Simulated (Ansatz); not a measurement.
Ideal-gas functions of BrF3Hf (`[F][Hf]([F])([F])[Br]`) at 800 K and 1 bar, from an Ansatz frequency run at PBE0-D4/def2-TZVP.

Molar mass 315.39 g/mol, point group C3v (symmetry number 3), electronic degeneracy 1, moments of inertia 179.096, 528.285, 528.286 u Å². Harmonic wavenumbers (cm⁻¹, unscaled): 111, 111, 156, 169, 169, 271, 658, 658, 675.

Use S(trans) = R[1.5 ln M + 2.5 ln T − 1.1517]; rotational temperatures θ = 24.2544 K / I; S(rot) = R[ln(√π/σ · √(T³/θAθBθC)) + 1.5]; for each mode x = 1.438777 ν̃/T, S = R[x/(eˣ − 1) − ln(1 − e⁻ˣ)] and H = RT x/(eˣ − 1); 1 cm⁻¹ = 0.0119627 kJ/mol; R = 8.31446 J/(mol·K).

Question: By hand: the entropy, in J/(mol·K).

Answer: Translation 201.1. Rotation: θ = 0.1354, 0.0459, 0.0459 K, giving 125.4. Vibration, mode by mode: 21.73, 21.73, 18.91, 18.25, 18.25, 14.37, 7.38, 7.38, 7.19, in all 135.2. Electronic 0.0. Sum 461.7 J/(mol·K).

Question: By hand: H − E and G − E in kJ/mol, counted from the electronic energy.

Answer: Zero-point energy ½ × 2978 × 0.0119627 = 17.8; thermal vibration 44.7; translation, rotation and pV give 4 RT = 26.6. H − E = 89.1 kJ/mol, and G − E = 89.1 − 800 × 461.7/1000 = -280.3 kJ/mol.

Vibration gives 29 % of the entropy, 43.5 J/(mol·K) of it from the modes under 150 cm⁻¹: soft modes count most, and the harmonic formula is weakest for them.
